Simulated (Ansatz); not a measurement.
Reaction (formal exchange of groups at the Sn–C bond): `[CH3][SnH2][Cl]` + `C=CCS` → `C=[CH][SnH2][Cl]` + `CCS`

Calculated with Ansatz (gas phase, PBE0-D4/def2-TZVP geometries, no zero-point term in ΔE). CCSD(T)/CBS adds triple-zeta CCSD(T) − MP2 to the extrapolated MP2 energy (def2 sets, frozen cores). Functionals use def2-TZVPP. def2 core potentials past Kr. For Sn outer-core shells are correlated without core-valence functions, which leaves a few kJ/mol of doubt a bond. Each species was taken in one conformer, which may not be the lowest.

```csv
level,ΔE (kJ/mol)
B97M-V,15.3
BHLYP-D4,13.4
PBE,16.0
BHLYP,14.1
```

**Question.** What does CCSD(T)/CBS give? (An estimate is asked.)

**Answer.** Ansatz gave: +13.0 kJ/mol. The listed levels differ from it by 2.3, 0.4, 3.0, 1.1 kJ/mol.

Largest T1 diagnostic among the species: 0.012.

At CCSD(T), def2-SVP lies −5.6 kJ/mol from the extrapolated value and def2-TZVPP −0.8 kJ/mol. Leaving LDA and LC-ωPBE aside and taking each functional with its dispersion term where it has one, the values, not all of them listed here, spread over 3.2 kJ/mol, from ωB97X-V to r2SCAN-D4.
